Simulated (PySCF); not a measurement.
Two species compared at the same levels of theory.

First species: C3H8GeSi.
InChI=1S/C3H8GeSi/c1-2-3-4-5/h4H2,1,5H3

Second species: C₅H₁₂BN.
SMILES: `C=C(C)BN(C)C`

Levels: wB97X-D/def2-SVPD for dipole moment, HOMO energy, LUMO energy, HOMO–LUMO gap, static isotropic polarisability and electronic spatial extent ⟨r²⟩ about the centre of nuclear charge; TDDFT wB97X-D/def2-SVPD for lowest singlet excitation; TDA wB97X-D/def2-SVPD for lowest triplet excitation (Tamm–Dancoff); ΔSCF wB97X-D/def2-SVPD for vertical ionisation energy; PBE0-D3(BJ)/def2-SVP for rotational constant A and rotational constant C. Geometries: PBE0-D3(BJ)/def2-SVP. All species are isolated and taken at one optimised geometry, non-relativistic unless stated. Electronic properties by PySCF.

The conformers computed, where there is a choice (atom-mapped SMILES and torsion angles):
- `[CH2:1]=[C:2]([CH3:3])[BH:4][N:5]([CH3:6])[CH3:7]`: C1–C2–B4–N5 -54°, C2–B4–N5–C6 178°

```tsv
property	column X	column Y
dipole moment	1.10 D	1.49 D
HOMO energy	-9.14 eV	-8.73 eV
LUMO energy	1.71 eV	1.50 eV
HOMO–LUMO gap	10.85 eV	10.23 eV
lowest singlet excitation	6.00 eV	6.07 eV
lowest triplet excitation (Tamm–Dancoff)	5.05 eV	4.11 eV
static isotropic polarisability	99.8 au	86.6 au
vertical ionisation energy	9.30 eV	8.83 eV
electronic spatial extent ⟨r²⟩ about the centre of nuclear charge	1279 bohr²	1023 bohr²
rotational constant A	4.427 GHz	4.776 GHz
rotational constant C	0.901 GHz	1.284 GHz
```

(1) Which column belongs to which species?

(2) How does each property change from the first species to the second?

Results:

(1) Column X is the first species and column Y the second. The first has 13 atoms and 72 electrons, the second 19 and 54.

(2) dipole moment +0.39 D; HOMO energy +0.41 eV; LUMO energy -0.21 eV; HOMO–LUMO gap -0.62 eV; lowest singlet excitation +0.07 eV; lowest triplet excitation (Tamm–Dancoff) -0.94 eV; static isotropic polarisability -13.2 au; vertical ionisation energy -0.47 eV; electronic spatial extent ⟨r²⟩ about the centre of nuclear charge -256 bohr²; rotational constant A +0.349 GHz; rotational constant C +0.383 GHz.

On the first: No computed singlet falls in the visible range (750 to 380 nm, 1.65 to 3.26 eV); S1 lies 2.74 eV above its blue end. The polarisability is 14.79 Å³ as a volume (1 au = 0.148185 Å³), or 1.39 au for each of the 72 electrons. Relativistic effects, spin–orbit coupling among them, are left out although an element past zinc is present.

On the second: A dipole of 1.49 D is allowed in C1, and pure rotational transitions are dipole-allowed. No computed singlet falls in the visible range (750 to 380 nm, 1.65 to 3.26 eV); S1 lies 2.81 eV above its blue end.
